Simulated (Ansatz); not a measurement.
Geometry optimisation, RKS PBE0/def2-SVP in Ansatz.

input.yaml

```yaml
crystal:
  periodic: [false, false, false]
  atoms:
    - { symbol: B, position_ang: [-0.1524, 0.5918, 1.6975] }
    - { symbol: Si, position_ang: [-0.5526, 0.4304, -0.2128] }
    - { symbol: C, position_ang: [0.6187, -0.7945, -0.9575] }
    - { symbol: F, position_ang: [1.33785, -0.26193, -1.99364] }
    - { symbol: Cl, position_ang: [1.70061, -1.47982, 0.27397] }
    - { symbol: H, position_ang: [-0.8588, 1.392, 2.3287] }
    - { symbol: H, position_ang: [0.6952, 0.0232, 2.1996] }
    - { symbol: H, position_ang: [-1.8859, -0.0304, -0.415] }
    - { symbol: H, position_ang: [-0.3801, 1.7507, -0.8359] }
    - { symbol: H, position_ang: [0.00586, -1.63033, -1.45132] }
basis:
  gaussian: { orbitals: def2-SVP }
hamiltonian:
  xc: pbe0
relax:
  f_tol: 0.015
  max_steps: 40
output:
  orbitals: {}
```

Launched with:

```bash
$ ansatz run input.yaml --threads 2 --pin off --max-ram 3072MiB --backend cpu --events-out ev --progress --plain --runs-dir out
```

Task: Where does it end, and by what steps?

Result: The run converged. The force dipped under the threshold on the way, but the program's further checks kept it going. After 28 steps the energy has fallen by 0.591 eV; Cl5 moved furthest, 1.17 Å.

```json
{"step": "0", "energy less start (eV)": "0.0000", "largest force component (eV/Å)": "2.015", "accepted": "yes"}
{"step": "1", "energy less start (eV)": "-0.3799", "largest force component (eV/Å)": "0.905", "accepted": "yes"}
{"step": "2", "energy less start (eV)": "-0.4022", "largest force component (eV/Å)": "0.690", "accepted": "yes"}
{"step": "3", "energy less start (eV)": "-0.4315", "largest force component (eV/Å)": "0.085", "accepted": "yes"}
{"step": "4", "energy less start (eV)": "-0.4338", "largest force component (eV/Å)": "0.064", "accepted": "yes"}
{"step": "5", "energy less start (eV)": "-0.4362", "largest force component (eV/Å)": "0.069", "accepted": "yes"}
{"step": "6", "energy less start (eV)": "-0.4405", "largest force component (eV/Å)": "0.343", "accepted": "yes"}
{"step": "7", "energy less start (eV)": "-0.4583", "largest force component (eV/Å)": "0.248", "accepted": "yes"}
{"step": "8", "energy less start (eV)": "-0.4970", "largest force component (eV/Å)": "0.289", "accepted": "yes"}
{"step": "9", "energy less start (eV)": "-0.5261", "largest force component (eV/Å)": "0.465", "accepted": "yes"}
{"step": "10", "energy less start (eV)": "-0.5467", "largest force component (eV/Å)": "0.299", "accepted": "yes"}
{"step": "11", "energy less start (eV)": "-0.5769", "largest force component (eV/Å)": "0.101", "accepted": "yes"}
{"step": "12", "energy less start (eV)": "-0.5785", "largest force component (eV/Å)": "0.089", "accepted": "yes"}
{"step": "13", "energy less start (eV)": "-0.5809", "largest force component (eV/Å)": "0.344", "accepted": "yes"}
{"step": "14", "energy less start (eV)": "-0.5852", "largest force component (eV/Å)": "0.161", "accepted": "yes"}
{"step": "15", "energy less start (eV)": "-0.5848", "largest force component (eV/Å)": "0.161", "accepted": "no"}
{"step": "16", "energy less start (eV)": "-0.5865", "largest force component (eV/Å)": "0.089", "accepted": "yes"}
{"step": "17", "energy less start (eV)": "-0.5882", "largest force component (eV/Å)": "0.020", "accepted": "yes"}
{"step": "18", "energy less start (eV)": "-0.5892", "largest force component (eV/Å)": "0.025", "accepted": "yes"}
{"step": "19", "energy less start (eV)": "-0.5880", "largest force component (eV/Å)": "0.262", "accepted": "no"}
{"step": "20", "energy less start (eV)": "-0.5885", "largest force component (eV/Å)": "0.092", "accepted": "no"}
{"step": "21", "energy less start (eV)": "-0.5896", "largest force component (eV/Å)": "0.013", "accepted": "yes"}
{"step": "22", "energy less start (eV)": "-0.5900", "largest force component (eV/Å)": "0.123", "accepted": "yes"}
{"step": "23", "energy less start (eV)": "-0.5891", "largest force component (eV/Å)": "0.133", "accepted": "no"}
{"step": "24", "energy less start (eV)": "-0.5906", "largest force component (eV/Å)": "0.039", "accepted": "yes"}
{"step": "25", "energy less start (eV)": "-0.5910", "largest force component (eV/Å)": "0.005", "accepted": "yes"}
{"step": "26", "energy less start (eV)": "-0.5913", "largest force component (eV/Å)": "0.028", "accepted": "yes"}
{"step": "27", "energy less start (eV)": "-0.5914", "largest force component (eV/Å)": "0.014", "accepted": "yes"}
{"step": "28", "energy less start (eV)": "-0.5914", "largest force component (eV/Å)": "0.006", "accepted": "yes"}
```

```xyz
10
Properties=species:S:1:pos:R:3
B -0.033 0.831 1.662
Si -0.673 0.331 -0.179
C 0.641 -0.793 -1.010
F 1.829 -0.142 -1.109
Cl 0.836 -2.231 0.057
H -0.805 1.183 2.522
H 1.146 0.837 1.918
H -1.973 -0.407 -0.220
H -0.816 1.577 -1.006
H 0.376 -1.194 -2.001
```

Whether the end is a true minimum wasn't checked by a vibrational analysis.

Time of the run: 71 s on 2 threads of Arm Neoverse V2 (shared host), peak memory 0.22 GiB.
